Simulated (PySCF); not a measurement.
BeH2S, SMILES [BeH][SH].

The structure is a stationary point at ωB97X-D3(BJ)/def2-TZVPD.

These are ωB97X-D3(BJ)/def2-TZVPD in PySCF 2.14.0 values and carry that method's errors.

Frequencies are harmonic and unscaled.

| mode | ν (cm⁻¹) | IR (km/mol) | Raman (Å⁴/amu) | depolarisation | moving atoms (share of kinetic energy) |
|---|---|---|---|---|---|
| 1 | 442 | 126.8 | 0.7 | 0.14 | H 91 %, Be 9 % |
| 2 | 538 | 135.3 | 0.6 | 0.75 | H 75 %, Be 24 % |
| 3 | 659 | 48.0 | 3.3 | 0.07 | H 74 %, Be 24 % |
| 4 | 761 | 61.5 | 23.0 | 0.06 | Be 61 %, S 25 %, H 14 % |
| 5 | 2171 | 187.7 | 139.1 | 0.09 | H 88 %, Be 12 % |
| 6 | 2735 | 1.5 | 105.4 | 0.20 | H 97 % |
